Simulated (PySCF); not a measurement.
A structure optimised at B3LYP-D3(BJ)/def2-SVP, used in a PySCF frequency run:

```xyz
9

Cu     0.0000     0.0000     0.0000
N      0.0000     0.0000     1.9385
H     -0.9071     0.2696     2.3343
H      0.6870     0.6508     2.3343
H      0.2201    -0.9204     2.3343
N      0.0000     0.0000    -1.9385
H     -0.9071    -0.2696    -2.3343
H      0.6870    -0.6508    -2.3343
H      0.2201     0.9204    -2.3343
```
Charge +1, spin multiplicity 1.

**Question.** Write its SMILES, formula and point group.

**Answer.** [NH3]->[Cu+]<-[NH3], CuH6N2, D3

**Question.** What are its rotational constants (standard atomic weights)?

**Answer.** 93.309, 3.5859, 3.5859 GHz
